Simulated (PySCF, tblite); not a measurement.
Isomers of C7H12Si, one GFN2-xTB conformer each. Single-point energies are computed at PBE0/pcSseg-1 (PySCF, gas phase, no added dispersion term), electronic only.

Question: Rank them by PBE0/pcSseg-1 energy, lowest first (kJ/mol).
A. `[SiH3:1][CH2:2][C@@:3]12[CH2:4][CH:5]=[CH:6][C@@H:7]1[CH2:8]2` with Si1–C2–C3–C4 64°
B. `[CH3:1][CH2:2][CH2:3]/[CH:4]=[CH:5]/[C:6]#[C:7][SiH3:8]` with C1–C2–C3–C4 179°, C2–C3–C4–C5 118°
C. `[CH2:1]=[CH:2][CH2:3][SiH:4]1[CH2:5][CH:6]=[CH:7][CH2:8]1` with C1–C2–C3–Si4 109°, C2–C3–Si4–C5 -68°
D. `[CH3:1][CH2:2]/[CH:3]=[CH:4]/[CH2:5][C:6]#[C:7][SiH3:8]` with C1–C2–C3–C4 -120°, C3–C4–C5–C6 -120°

Answer: C (0.0), A (59.7), B (132.8), D (148.8).

As drawn, the highest has a C≡C bond, which the lowest lacks. GFN2-xTB itself gives, in the same order: 92.6, 0.0, 116.9, 128.2. GFN2-xTB puts [SiH3]C[C@@]12CC=C[C@@H]1C2 lowest instead; measured from each level's own lowest isomer, the values differ by up to 92.6 kJ/mol (C=CC[SiH]1CC=CC1: 92.6 against 0.0).

Question: Which frontier levels, dipoles and rotational constants go with these structures?

Answer: 
```
                     SMILES  HOMO (eV, PBE0/pcSseg-1)  LUMO (eV)  dipole (D)       A, B, C (MHz)
           C=CC[SiH]1CC=CC1                     -6.98       0.32        0.36   3538, 1009, 878.8
[SiH3]C[C@@]12CC=C[C@@H]1C2                     -6.59       0.45        0.42   3939, 1082, 965.4
          CCC/C=C/C#C[SiH3]                     -6.80      -0.95        1.69  9524, 393.4, 387.2
          CC/C=C/CC#C[SiH3]                     -7.27       0.08        1.32  3389, 509.3, 458.4
```

Question: What happens when harmonic zero-point energies from GFN2-xTB frequencies are added?

Answer: 
```csv
SMILES,ZPE (kJ/mol),electronic (kJ/mol),with ZPE (kJ/mol)
C=CC[SiH]1CC=CC1,430.9,0.0,0.0
[SiH3]C[C@@]12CC=C[C@@H]1C2,424.1,59.7,52.9
CCC/C=C/C#C[SiH3],415.8,132.8,117.8
CC/C=C/CC#C[SiH3],415.1,148.8,133.1
```

The zero-point energies span 15.8 kJ/mol. The order is unchanged.

Question: As an exercise, what shares would exp(−E/RT) give at 2000 K from these electronic energies alone (no entropy, no degeneracies)?

Answer: RT = 16.629 kJ/mol: C=CC[SiH]1CC=CC1 97.3 %, [SiH3]C[C@@]12CC=C[C@@H]1C2 2.7 %, CCC/C=C/C#C[SiH3] under 0.1 %, CC/C=C/CC#C[SiH3] under 0.1 %.
